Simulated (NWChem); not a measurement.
System: C3H9BeN; SMILES C[CH](C)[Be][NH2]

```xyz
14

Be     0.0458     1.0823    -0.1520
C     -0.0096    -0.6052    -0.3924
C     -1.3204    -1.2270     0.1429
C      1.2111    -1.3466     0.1955
H      0.0013    -0.7754    -1.4829
H     -1.3633    -2.3100    -0.0522
H     -1.4164    -1.0993     1.2299
H     -2.2119    -0.7808    -0.3168
H      2.1588    -0.9885    -0.2274
H      1.1596    -2.4299     0.0035
H      1.2754    -1.2205     1.2848
N      0.0809     2.5731     0.0639
H     -0.6603     3.1217     0.4829
H      0.8498     3.1840    -0.1842
```
Atoms are numbered in this order, from 1.

Program: NWChem. Pople sets run with spherical d functions. Geometry: optimised at B3LYP/6-31G* (spherical d). B3LYP is NWChem's, with the RPA form of VWN correlation. GIAO values for the isolated, static molecule; σ is the absolute isotropic shielding, δ = σ(reference) − σ with the isolated reference molecule computed at the same levels (13C: tetramethylsilane, 1H: tetramethylsilane).

| level | σ Be1 (ppm) | δ C2 (ppm) | δ C4 (ppm) | δ H5 (ppm) | δ H6 (rotor mean) (ppm) | δ H9 (rotor mean) (ppm) | δ H13 (ppm) |
|---|---|---|---|---|---|---|---|
| B3LYP/6-311G** | 89.4 | 11.6 | 22.2 | 0.53 | 1.13 | 1.15 | 0.73 |
| PBE0/pcSseg-1 | ___ | ___ | ___ | ___ | ___ | ___ | 0.94 |
| PBE/pcSseg-1 | 87.6 | 11.3 | 22.3 | 0.51 | 1.08 | 1.11 | 0.95 |

Task: Complete the blanks.

Result: 
- PBE0/pcSseg-1, σ Be1 (ppm): 90.6
- PBE0/pcSseg-1, δ C2 (ppm): 8.6
- PBE0/pcSseg-1, δ C4 (ppm): 21.2
- PBE0/pcSseg-1, δ H5 (ppm): 0.31
- PBE0/pcSseg-1, δ H6 (rotor mean) (ppm): 1.03
- PBE0/pcSseg-1, δ H9 (rotor mean) (ppm): 1.06
